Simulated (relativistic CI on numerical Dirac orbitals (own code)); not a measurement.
# Crystal-field levels of Ir⁶⁺, 5d3

Calculated by Dirac-Coulomb-Breit CI, orbitals from a KLI potential per configuration, a model potential for QED, valence Slater integrals scaled by 0.75, one configuration in a parametric crystal field (own radial code).

Field parameters in Wybourne normalisation: Oh B⁴₀ = 21Dq, B⁴₄ = √(5/14) B⁴₀. The field is a parameter set, without covalency.

S is read from ⟨S²⟩ = S(S + 1).

Levels (cm⁻¹, degeneracy): 0 (4), 13118 (4), 15868 (4), 17256 (2), 26100 (2), 29040 (4), 34724 (2), 35794 (4), 36556 (4), 37836 (2), 42108 (2), 44619 (4).

Q: Which field gives this pattern?
A. Oh, 10Dq = 33950 cm⁻¹
B. Oh, 10Dq = 18000 cm⁻¹
C. Oh, 10Dq = 41950 cm⁻¹
D. Oh, 10Dq = 10000 cm⁻¹

A: A. Oh, 10Dq = 33950 cm⁻¹, ground level with S = 1.42.
